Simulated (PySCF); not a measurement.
Si(F)(OH)2(NH2), SMILES O[Si](N)(F)O (H4FNO2Si), PBE0/def2-SVP optimised geometry.

```
9

N     -0.54     1.37     0.00
Si    -0.12    -0.27     0.00
O     -0.66    -1.11    -1.32
O     -0.69    -1.10     1.30
F      1.50    -0.27     0.00
H      0.13     2.05     0.34
H     -1.50     1.67     0.18
H     -0.46    -0.72    -2.17
H     -0.78    -2.05     1.19
```

Density from PySCF with PBE0/def2-TZVP at that geometry.

Minimum of the electron density along straight lines between bonded atoms, close to the bond critical point (lines longer than 1.1 times the sum of covalent radii, or with two minima, are not listed):

```tsv
bond	length / Å	ρ at the minimum / e bohr⁻³	∇²ρ there / e bohr⁻⁵	position (fraction from the first atom)
N1–Si2	1.700	0.142	0.61	0.60
Si2–O3	1.648	0.141	0.81	0.41
Si2–O4	1.642	0.143	0.81	0.41
Si2–F5	1.620	0.133	0.89	0.42
N1–H6	1.013	0.331	-1.64	0.74
N1–H7	1.013	0.332	-1.64	0.74
O3–H8	0.961	0.355	-2.43	0.81
O4–H9	0.962	0.354	-2.42	0.81
```
